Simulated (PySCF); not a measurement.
Gas-phase reaction: 2 SiI4 + Si2C ⇌ 4 SiI2 + C, at 600 K and a standard pressure of 1 bar. Level: ωB97M-V/def2-TZVP†.

Computed with PySCF and rigid-rotor harmonic-oscillator thermochemistry at 1 bar. S°(298 K) at PBE0/def2-TZVP differs from the NASA 1993 table for Si2C (+23 J/mol/K); whether the harmonic model or the table's entry is off was not settled. † marks an energy on the PBE0/def2-TZVP geometry and frequencies. Open shells (unrestricted): C (multiplicity 3, electronic degeneracy 9); the rest are closed-shell singlets. Spin-orbit splitting is ignored; it lowers the true energy and changes the entropy of C. I: scalar-relativistic def2 core potential, no spin-orbit coupling. The harmonic model lacks anharmonicity and excited electronic states, which grow with temperature; levels with a mode under 35 cm⁻¹ are left out. Soft modes under 120 cm⁻¹ make the harmonic entropy rough for SiI4, SiI2.

```
species       E (Ha)  H(600 K) − E (kJ/mol)  S°(600 K) (J/mol/K)
-------  -----------  ---------------------  -------------------
SiI4     -1480.42328                   66.2                487.4
Si2C      -616.96269                   39.9                298.8
SiI2      -884.91751                   35.5                361.2
C          -37.84639                   12.5                172.7
```
E: electronic energy; H − E holds the zero-point and thermal terms. 1 Ha = 2625.5 kJ/mol.

**Question.** Work out ΔH°, ΔS°, ΔG° and log10 K from these numbers.

**Answer.** 1. ΔE = 4×(-884.91751) + 1×(-37.84639) − 2×(-1480.42328) − 1×(-616.96269) = 0.29282 Ha = 768.8 kJ.
2. Δ(H − E) = 4×(35.5) + 1×(12.5) − 2×(66.2) − 1×(39.9) = -17.8 kJ, so ΔH° = 751.0 kJ.
3. ΔS° = 4×(361.2) + 1×(172.7) − 2×(487.4) − 1×(298.8) = 343.9 J/K; the number of gas molecules changes by +2.
4. ΔG° = ΔH° − TΔS° = 751.0 − 600×(343.9)/1000 = 544.7 kJ.
5. log10 K = −ΔG°/(RT ln 10) = -47.41, with RT ln 10 = 11.49 kJ/mol; at standard pressures the reactants are favoured.
6. A shift of 10 kJ in ΔE would move log10 K by 0.87 here.
For scale, ΔH°(298 K) is 754 kJ at this level, 783 kJ at ωB97X-V/def2-TZVP†, and runs from 521 to 851 kJ over the 17 levels computed.
